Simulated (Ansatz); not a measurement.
`F[CH2][GeH2][Cl]` + `F[Si](F)(S)Cl` → `F[Si](F)(Cl)[S][GeH2][Cl]` + fluoromethane  (ligand exchange at a Ge–C bond)

Calculated with Ansatz (gas phase, PBE0-D4/def2-TZVP geometries, no zero-point term in ΔE). CCSD(T)/CBS is the MP2 limit (def2-TZVPP, def2-QZVPP) plus CCSD(T) − MP2 in def2-TZVPP, frozen cores. This one scheme is used for every species. Functionals use def2-TZVPP. B3LYP here is the variant with VWN-RPA as its local correlation; programs differ in this. For Ge outer-core shells are correlated without core-valence functions, which leaves a few kJ/mol of doubt a bond. Scalar relativity is left out up to krypton. Each species was taken in one conformer, which may not be the lowest.

`F[CH2][GeH2][Cl]`:

Cartesian coordinates in Å:
```
F 0.326 -0.505 -1.878
C -0.375 0.245 -0.956
Ge 0.137 -0.256 0.878
Cl 2.122 0.502 1.237
H -0.162 1.304 -1.127
H -1.446 0.071 -1.104
H -0.794 0.418 1.897
H 0.193 -1.778 1.054
```

`F[Si](F)(S)Cl`:

```xyz
6

F    -1.429    0.487   -0.860
Si    0.027    0.388   -0.262
F     0.579    1.855   -0.111
S     0.041   -0.459    1.654
Cl    1.144   -0.616   -1.613
H    -0.362   -1.656    1.192
```

`F[Si](F)(Cl)[S][GeH2][Cl]`:

Z-matrix (Å, degrees):
```
Si
F 1 1.576
Cl 1 2.015 2 108.0
F 1 1.580 2 107.8 3 116.3
S 1 2.096 2 107.8 3 -123.9
Ge 5 2.229 1 99.8 2 -150.4
Cl 6 2.145 5 110.0 1 -60.6
H 6 1.527 5 111.1 1 58.3
H 6 1.529 5 104.4 1 -176.9
```

`CF`:

Z-matrix (Å, degrees):
```
C
F 1 1.376
H 1 1.092 2 109.1
H 1 1.092 2 109.1 3 -120.0
H 1 1.092 2 109.1 3 120.0
```

```tsv
level	ΔE (kJ/mol)
B3LYP	-72.9
HF/def2-TZVPP	-80.3
```

(1) What does CCSD(T)/CBS give? (Estimate.)

Largest T1 diagnostic among the species: 0.011.

Results:

(1) The calculation gave: -82.3 kJ/mol. The listed levels differ from it by 9.4, 2.0 kJ/mol.

From PBE to PBE0 (25 % exact exchange), in def2-TZVPP and without D4, ΔE moves by −3.6 kJ/mol. The D4 term adds −13.1 kJ/mol with B3LYP and −7.5 kJ/mol with PBE0; it sums over pairs of atoms, weighted by their polarisabilities, and B3LYP, whose exchange is more repulsive, gets the larger term.
